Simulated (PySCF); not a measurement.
**Molecular orbitals of BeCl⁻**

RHF at R = 2.028 Å; PySCF, no relativity, basis sets Be def2-SVPD, Cl def2-SVPD. State: ¹Σ⁺ (singlet), closed shell. Only the outer orbitals are listed, counted within each symmetry.

```tsv
orbital	occ.	ε (eV)	on Be (%)	main shells (%)
5σ	2	-23.67	0	99 Cl s
6σ	2	-8.98	10	88 Cl p
2π	2	-7.35	1	99 Cl p
2π	2	-7.35	1	99 Cl p
7σ	2	-1.22	119	108 Be s, 11 Be p
3π	0	5.08	110	110 Be p
3π	0	5.08	110	110 Be p
```

Task: Which are the highest filled and the lowest empty level, where do they sit, and how wide is the gap?

Result: Highest filled 7σ at -1.22 eV (in %: 108 Be s, 11 Be p); lowest empty 3π at 5.08 eV (in %: 110 Be p); the gap at RHF is 6.30 eV. An empty level above zero is unbound, and its energy depends on the basis.

```
bond order (Mayer)                                                                                                 : -0.56
⟨S²⟩                                                                                                               : 0.000
charge on Be (Mulliken, basis-dependent)                                                                           : -0.62
charge on Be (Löwdin, basis-dependent)                                                                             : -0.25
dipole moment (positive dipole points towards Cl; it is taken about the centre of mass and depends on that origin) : 7.14 D
polarisability along the bond                                                                                      : 110.7 bohr³
polarisability across the bond                                                                                     : 106.6 bohr³
```

Shares are Mulliken populations and can fall outside 0 to 100 %.
